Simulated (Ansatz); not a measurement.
Ansatz results at the PBE0-D4/def2-TZVP geometry: HOMO–LUMO gap (ωB97M-V/def2-TZVPP) 14.21 eV; HOMO energy (ωB97M-V/def2-TZVPP) -11.18 eV; HOMO–LUMO gap (PBE0/def2-TZVPP) 10.28 eV.

Each molecule was computed in one conformer, which needn't be the lowest.

Q: Which molecule gave them?
A. `FCOCC(F)F`
B. `FC(F)[C@H]1O[C@H]1F`
C. `CC(F)OC(F)F`
D. `C=C(F)CF`

A: A. The others give `FC(F)[C@H]1O[C@H]1F`: 14.56, -11.63, 10.37; `C=C(F)CF`: 12.33, -9.96, 7.92; `CC(F)OC(F)F`: 15.12, -12.18, 11.28.
